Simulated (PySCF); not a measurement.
## How methods differ on the ionisation energy of Rh³³⁺

Rh³³⁺ [Ne] 3s2 (1S) → Rh³⁴⁺ [Ne] 3s1 (2S), as a difference of total energies. Computed with PySCF 2.14 in an uncontracted even-tempered set (18 s from 5.3 bohr⁻², ratio 2.5; 12 p from 6.9 bohr⁻², ratio 2.5; 4 d from 26 bohr⁻², ratio 2.7; 4 f from 39 bohr⁻², ratio 2.7), with scalar relativity by spin-free X2C-1e. Correlated levels: outer shells: 1s2 frozen; virtual orbitals above 40 to 60 times the deepest correlated orbital energy dropped. The calculations carry no spin-orbit coupling.

```json
{"method": "UHF", "ionisation energy (eV)": "2056.4"}
{"method": "LDA", "ionisation energy (eV)": "2060.3"}
{"method": "PBE", "ionisation energy (eV)": "2061.9"}
{"method": "PBE0", "ionisation energy (eV)": "2060.8"}
{"method": "r2SCAN", "ionisation energy (eV)": "2056.7"}
{"method": "M06-L", "ionisation energy (eV)": "2057.1"}
{"method": "PW91", "ionisation energy (eV)": "2062.4"}
{"method": "MP2 (outer shells)", "ionisation energy (eV)": "2059.7"}
{"method": "SCS-MP2 (outer shells)", "ionisation energy (eV)": "2060.0"}
```

Question: How much does correlation contribute at MP2 (outer shells)?

Answer: 2059.7 − (2056.4) = 3.3 eV, measured against UHF.

Breit and QED terms and the two-electron picture change are absent.

For comparison: 2063 ± 3 eV (semi-empirical (NIST evaluation); NIST Atomic Spectra Database, ionization energies).
